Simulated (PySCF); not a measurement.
`[SiH2]1[C@H](C)C(=O)[Si@@H](N)O1`, C₃H₉NO₂Si₂

Molfile (atoms numbered from 1):
```
C3H9NO2Si2
     RDKit          3D

 17 17  0  0  0  0  0  0  0  0999 V2000
   -2.1411   -0.9182   -0.4680 C   0  0  0  0  0  0  0  0  0  0  0  0
   -0.7910   -0.2457   -0.2629 C   0  0  1  0  0  0  0  0  0  0  0  0
   -0.7480    1.5378    0.4219 Si  0  0  0  0  0  4  0  0  0  0  0  0
    0.7414    1.5302    1.0958 O   0  0  0  0  0  0  0  0  0  0  0  0
    1.5529    0.1073    1.2581 Si  0  0  2  0  0  4  0  0  0  0  0  0
    2.8288    0.1271    0.1063 N   0  0  0  0  0  0  0  0  0  0  0  0
    0.1364   -1.0354    0.6394 C   0  0  0  0  0  0  0  0  0  0  0  0
   -0.0896   -2.1722    0.9886 O   0  0  0  0  0  0  0  0  0  0  0  0
   -2.0044   -1.9528   -0.7797 H   0  0  0  0  0  0  0  0  0  0  0  0
   -2.7062   -0.9209    0.4614 H   0  0  0  0  0  0  0  0  0  0  0  0
   -2.7206   -0.3945   -1.2252 H   0  0  0  0  0  0  0  0  0  0  0  0
   -0.2591   -0.2096   -1.2224 H   0  0  0  0  0  0  0  0  0  0  0  0
   -0.7205    2.5667   -0.6094 H   0  0  0  0  0  0  0  0  0  0  0  0
   -1.7258    1.7450    1.4846 H   0  0  0  0  0  0  0  0  0  0  0  0
    1.8369   -0.0122    2.6824 H   0  0  0  0  0  0  0  0  0  0  0  0
    3.4001   -0.6959    0.0045 H   0  0  0  0  0  0  0  0  0  0  0  0
    3.4030    0.9554    0.0641 H   0  0  0  0  0  0  0  0  0  0  0  0
  1  2  1  0
  2  3  1  0
  3  4  1  0
  4  5  1  0
  5  6  1  0
  5  7  1  0
  7  8  2  0
  7  2  1  0
  1  9  1  0
  1 10  1  0
  1 11  1  0
  2 12  1  6
  3 13  1  0
  3 14  1  0
  5 15  1  1
  6 16  1  0
  6 17  1  0
M  END
```

Method: TDDFT BHandHLYP/def2-SVPD circular dichroism and optical rotation, one conformer, gas phase in PySCF. Geometry: GFN2-xTB.

The molecule is flexible and this is one conformer; a measurement averages over conformers.

Question: What are the CIP labels of the stereocentres?

Answer: C2 R, Si5 S.

Question: Which excitations and rotatory strengths does the calculation give?

Answer: Rotatory strengths R in 10⁻⁴⁰ esu² cm², velocity form and length form (origin at the centre of mass); f in length form.
| state | E (eV) | λ (nm) | f | R (velocity) | R (length) | main |
| --- | --- | --- | --- | --- | --- | --- |
| 1 | 3.50 | 354 | 0.001 | +17.1 | +17.0 | HOMO→LUMO 0.87 |
| 2 | 6.38 | 194 | 0.017 | -21.3 | -21.7 | HOMO→LUMO+2 0.60, HOMO→LUMO+3 0.14 |
| 3 | 6.60 | 188 | 0.028 | +59.5 | +56.9 | HOMO−1→LUMO 0.71, HOMO→LUMO+1 0.16 |
| 4 | 6.78 | 183 | 0.008 | -10.9 | -11.7 | HOMO→LUMO+1 0.54, HOMO−2→LUMO 0.17 |
| 5 | 6.95 | 178 | 0.020 | -38.5 | -38.8 | HOMO−2→LUMO 0.46, HOMO→LUMO+4 0.12 |
| 6 | 7.09 | 175 | 0.029 | -53.2 | -48.5 | HOMO→LUMO+3 0.30, HOMO→LUMO+4 0.26 |
| 7 | 7.43 | 167 | 0.006 | +20.3 | +20.7 | HOMO→LUMO+5 0.53, HOMO−1→LUMO+1 0.10 |
| 8 | 7.66 | 162 | 0.023 | -26.2 | -24.4 | HOMO−3→LUMO 0.29, HOMO−1→LUMO+2 0.24 |

Among the states computed, the strongest CD band (largest |R|) is state 3. The largest dissymmetry factor in size, g = 4R/(D+G), with D and G the electric and magnetic dipole strengths, is +0.059 for state 1 (velocity form, f = 0.002), among bands with |R| over 0.5. The mirror image has the same energies and oscillator strengths and all R with the opposite sign.
